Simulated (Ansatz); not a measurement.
A nudged elastic band was laid between two geometries of BH$_{5}$O$_{2}$Si (9 atoms, charge 0, multiplicity 1).

Theory: RKS B3LYP/def2-SVP (Ansatz).

- movable images: 5
- climbing image: yes
- spring: 5.0 eV/Å²
- optimiser: quadratic models (default)
- start path: straight line
- force threshold: 0.05 eV/Å
- iteration limit: 60
- end points: relaxed

First end point:

```xyz
9
Properties=species:S:1:pos:R:3
B -1.675 0.550 0.488
O -0.502 0.587 -0.178
Si 0.998 -0.148 0.040
O 1.273 -1.245 -1.169
H -1.778 -0.086 1.517
H -2.610 1.167 0.032
H 1.989 0.959 0.015
H 1.007 -0.912 1.308
H 1.386 -0.918 -2.069
```

Last end point:

```xyz
9
Properties=species:S:1:pos:R:3
B -1.685 0.486 0.526
O -0.620 -0.328 0.370
Si 1.005 -0.087 0.001
O 1.345 -0.703 -1.497
H -2.761 -0.017 0.753
H -1.553 1.691 0.446
H 1.300 1.362 -0.066
H 1.760 -0.791 1.070
H 1.298 -1.659 -1.619
```

Q: What changes between the two ends?

A: No bond is made or broken. The dihedral H5–B1–O2–Si3 changes from 3 to 178° by way of a nearly straight angle B1–O2–Si3 (up to 175°), not by a turn about the bond. The two ends are copies of one structure, up to a mirror image or an exchange of like atoms.

Q: What energy profile does the band end with?

A: The run converged. The highest image is number 2 of 0 to 6, 0.116 eV above the ends, which have the same energy within 2 meV. The profile has 2 maxima (images 2, 5) with wells between them (image 4): this band takes more than one step, which may be the mechanism or a detour left from its start path. Another band between the same ends (5 images) ends at a top of the same energy, where a vibrational analysis finds 2 clearly imaginary modes.

```csv
image,path coordinate (Å),energy (eV),angle B1–O2–Si3 (°)
0,0.00,0.000,134
1,0.69,0.053,153
2,1.37,0.116,175
3,2.05,0.065,150
4,2.73,0.032,135
5,3.41,0.047,134
6,4.10,0.000,134
```

Q: What is the geometry of the highest image?

A: 
```xyz
9
Properties=species:S:1:pos:R:3
B -1.771 0.514 0.498
O -0.496 0.146 0.306
Si 1.116 -0.183 0.095
O 1.328 -1.220 -1.177
H -2.456 -0.100 1.289
H -2.223 1.455 -0.120
H 1.803 1.119 -0.131
H 1.632 -0.886 1.290
H 1.156 -0.892 -2.067
```

The band took 41 iterations and about 10 core-minutes.

The run took 9.9 min on 1 thread of Arm Neoverse V1, on a shared host, peak memory 0.26 GiB.
